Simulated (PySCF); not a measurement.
Cr (SMILES [Cr]), septet. Base run: B3LYP/aug-cc-pVDZ run with PySCF.

The PySCF input:
```python
from pyscf import gto, scf, dft

mol = gto.M(
    atom='''
Cr    0.000000    0.000000    0.000000
''',
    basis='aug-cc-pvdz',
    charge=0,
    spin=6,
    verbose=4,
)

mf = dft.UKS(mol)
mf.xc = 'b3lyp'
mf.kernel()
```

Each row names what was changed in the base input (with any setting that the change needs).

```csv
change,E (Eh),HOMO (eV),<S^2>,core-seconds (rough)
base,-1044.46691,-4.71,12.000,4
functional = wb97x_v,-1044.29284,-6.40,12.000,20
functional = blyp; dispersion = d3zero,-1044.47947,-3.50,12.000,3
functional = lc_wpbe,-1044.25502,-6.68,12.000,10
"functional = lda,vwn",-1042.19159,-3.89,12.000,3
functional = r2scan,-1044.43144,-3.91,12.000,5
functional = mn15,-1044.47990,-5.05,12.001,3
functional = pbe0; dispersion = d3bj,-1044.24373,-4.83,12.000,3
functional = b3lyp; dispersion = d4,-1044.46691,-4.71,12.000,4
functional = blyp; dispersion = d3bj,-1044.47947,-3.50,12.000,4
functional = hse06,-1044.26258,-4.51,12.000,20
functional = hf,-1043.35511,-6.05,12.000,2
functional = pbe,-1044.21452,-3.74,12.000,3
```

Absolute energies of different levels of theory aren't comparable as measures of quality.

Open shells are given as the SCF converged; they aren't shown to be the lowest states, and a large step between rows can be another state.
